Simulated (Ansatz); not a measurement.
Basis-set extrapolation for CH5NOSSi, SMILES `O=C(S)N[SiH3]` (PBE0-D4/def2-TZVP geometry, frozen core, Ansatz 0.2.0). Multiplicity 1, RHF reference.

```tsv
	def2-TZVPP	def2-QZVPP
HF	-856.687511	-856.715924
MP2 correlation	-0.894011	-0.962699
CCSD(T) correlation	-0.975386	not run
```

Energies in hartree. Use E(X) = E(∞) + A·exp(−7.88·√X) for Hartree–Fock and E(X) = E(∞) + B·X^(−2.97) for correlation, with X = 3 and 4, and add CCSD(T) minus MP2 of the smaller set to the MP2 limit.

Task: What is the CCSD(T) energy at the basis-set limit?

Result: HF limit: -856.715924 + (-0.028413) × 0.13774 = -856.71984. MP2 limit: -0.962699 + (-0.068688) × 0.74074 = -1.01358. Higher-order term: -0.975386 − (-0.894011) = -0.08137. Total: -857.81479 hartree, 95.3 kcal/mol below CCSD(T)/def2-TZVPP.
